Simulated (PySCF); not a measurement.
Match the calculated data to a structure.

All candidates are C5H7ClO.

* Dipole: 3.48 D [B3LYP/def2-SVPD]
* Triplet: lowest triplet excitation (Tamm–Dancoff): 4.66 eV [TDA B3LYP/def2-SVPD]
* 13C NMR: chemical shifts (computed TMS as zero) by class: 186.7 (1 C), 30.3 (1 C), 22.5 (2 C), 21.9 (1 C) ppm [GIAO PBE0/pcSseg-1]
* NMR, other nuclei: isotropic shieldings of nuclei other than C and H, by class: -246 (1 O), 571 (1 Cl) ppm [GIAO PBE0/pcSseg-1]
* UV, strongest line: among the 8 lowest singlet transitions: S6 at 7.61 eV (163 nm, f = 0.111) [TDDFT B3LYP/def2-SVPD]
* Polarisability: 74.8 au [B3LYP/def2-SVPD]
* Rotational structure: rotational constants A, B, C: 3.238, 1.987, 1.373 GHz [GFN2-xTB]

Electronic properties: PySCF, gas phase, density fitting. Levels stand in brackets. Geometry: GFN2-xTB, one conformer, isolated molecule. NMR classes are plain means over equivalent atoms (diastereotopic ones count apart unless rotation or inversion swaps them), as if these changed places fast.

Question: Which candidate is it?
A. `CC1(C(=O)Cl)CC1`
B. `C[C@@H]1C[C@@H]1C(=O)Cl`
C. `CC(C)C(Cl)=C=O`

Answer: A. It is `CC1(C(=O)Cl)CC1`. Numbering: `[CH3:1][C:2]1([C:3](=[O:4])[Cl:5])[CH2:6][CH2:7]1`. Its formula, C5H7ClO, gives 2 degrees of unsaturation: 1 ring and 1 π bond in the structure found. 5 carbons fall into 4 classes; from least to most shielded: acyl halide carbon [C3] (186.7 ppm), sp3 carbon next to a carbonyl [C2] (30.3 ppm), three-membered-ring carbon [C6/C7] (22.5 ppm, 2 C), methyl carbon [C1] (21.9 ppm). The other shieldings belong to: -246 ppm, carbonyl oxygen [O4]; 571 ppm, chlorine bonded to C [Cl5]. The optimised geometry has point group Cs and is an asymmetric top.

The others, at the same levels:
- `C[C@@H]1C[C@@H]1C(=O)Cl` fails: it has 5 carbon classes against 4; its computed 13C shifts are 183.7 (1 C), 31.7 (1 C), 27.4 (1 C), 23.4 (1 C), 13.5 (1 C) ppm, rotational constant A is 4.222 GHz (against 3.238 GHz) and smallest rotational constant is 1.254 GHz (against 1.373 GHz).
- `CC(C)C(Cl)=C=O` fails: its computed 13C shifts are 218.6 (1 C), 68.5 (1 C), 32.6 (1 C), 23.2 (2 C) ppm, rotational constant A is 2.532 GHz (against 3.238 GHz) and smallest rotational constant is 1.283 GHz (against 1.373 GHz).

Each candidate is one conformer, not necessarily the lowest. The conformers computed, where there is a choice (atom-mapped SMILES and torsion angles):
- `[CH3:1][C:2]1([C:3](=[O:4])[Cl:5])[CH2:6][CH2:7]1`: C1–C2–C3–O4 0°
- `[CH3:1][C@@H:2]1[CH2:3][C@@H:4]1[C:5](=[O:6])[Cl:7]`: C3–C4–C5–O6 -24°
- `[CH3:1][CH:2]([CH3:3])[C:4]([Cl:5])=[C:6]=[O:7]`: C1–C2–C4–Cl5 61°
